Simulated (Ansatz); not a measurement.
Cost and result up the ladder for Sn₁₈H₂₈ (46 atoms). The state is a singlet with charge 0. Geometry: PBE-D4/def2-SVP.

```xyz
46

Sn   -0.9676    2.0528    0.5283
Sn    1.5655   -0.8717   -5.3962
Sn   -4.1274    1.7964    3.4712
Sn   -0.5830   -1.4858   -1.6943
Sn    0.1402    3.5602    4.4278
Sn    2.0000   -0.4155   -1.1175
Sn   -0.4514   -0.1444    2.2764
Sn    2.4194   -4.4932   -2.4984
Sn   -3.7329    2.5563    0.7852
Sn    0.3631    4.2475    1.7027
Sn   -2.5934    3.4850    5.1378
Sn   -1.0682   -0.8136   -4.3923
Sn    2.8350    0.8070   -3.5205
Sn    2.5944   -3.4899   -5.1338
Sn   -2.9511   -0.7652    3.4309
Sn   -0.2487   -4.2871   -1.6116
Sn    1.1439    0.9271    4.3435
Sn    3.6571   -2.6692   -0.7409
H    -0.4741    1.7464   -1.1165
H     1.7101   -0.3320   -7.0438
H    -5.7925    1.8060    3.9751
H    -1.8191   -0.9088   -0.6070
H     1.0106    4.6183    5.4999
H     1.9973    0.6733    0.2454
H     0.2899   -1.5007    1.4677
H     3.0712   -6.1044   -2.4238
H    -4.1253    4.2167    0.4663
H    -4.6819    1.5682   -0.2814
H    -0.3894    5.7584    1.2985
H     2.0299    4.3352    1.2244
H    -3.2438    5.0958    5.0712
H    -2.7404    2.9481    6.7848
H    -1.7566    0.7715   -4.5603
H    -2.1352   -1.9445   -5.1640
H     2.2552    2.4374   -3.6621
H     4.5640    0.8395   -3.6701
H     1.7330   -4.5518   -6.2074
H     4.2579   -3.5014   -5.6386
H    -3.8772   -1.8553    2.4468
H    -2.7808   -1.4785    5.0042
H    -1.3876   -5.1105   -2.6303
H    -0.4140   -4.9206   -0.0035
H     2.8318    0.9257    3.9366
H     0.9524    0.0580    5.8338
H     5.3131   -2.3324   -1.1373
H     3.6065   -3.2545    0.8929
```

Ansatz on 4 threads of AMD EPYC 7R13 on a shared host and a share (37 GiB) of an NVIDIA H100 80GB HBM3. Times are rough, and most runs start from the orbitals of an earlier one. No level here is sound enough to serve as a yardstick. Binding counts from free atoms at the same level (Sn triplet, H doublet; other spins of the atoms weren't run), without zero-point energy or a counterpoise term.

In the def2 sets Sn takes a core potential; there is no spin–orbit coupling. Correlated methods freeze 72 core orbitals; core or outer-core shells of Sn are correlated, in sets that lack core-valence functions. The rows differ in basis, and correlated rows in double-zeta sets carry the largest basis error. Single mean-field runs in def2-SVP, def2-TZVP are fitted with def2-universal-jkfit. In the singlet geometry the species has come apart into loosely held pieces. Another isomer (singlet) lies 0.40 eV lower at PBE0-D4/def2-TZVP; other spin states weren't run for this one.

Correlated methods converge slowly with the basis, most of all in double-zeta sets.

```csv
level,functions,wall time
r2SCAN-D4/def2-SVP,608,8 s
PBE-D4/def2-SVP (with forces),608,9 s
PBE-D4/def2-TZVP,1068,14 s
PBE0-D4/def2-SVP,608,18 s
PBE0-D4/def2-TZVP,1068,19 s
MP2/def2-SVP,608,23 s
```

(1) Estimate what each level gives for the binding energy per atom (eV).

Answers

(1) 
```tsv
level	binding energy per atom (eV)
r2SCAN-D4/def2-SVP	2.40
PBE-D4/def2-SVP (with forces)	2.40
PBE-D4/def2-TZVP	2.41
PBE0-D4/def2-SVP	2.40
PBE0-D4/def2-TZVP	2.41
MP2/def2-SVP	2.21
```
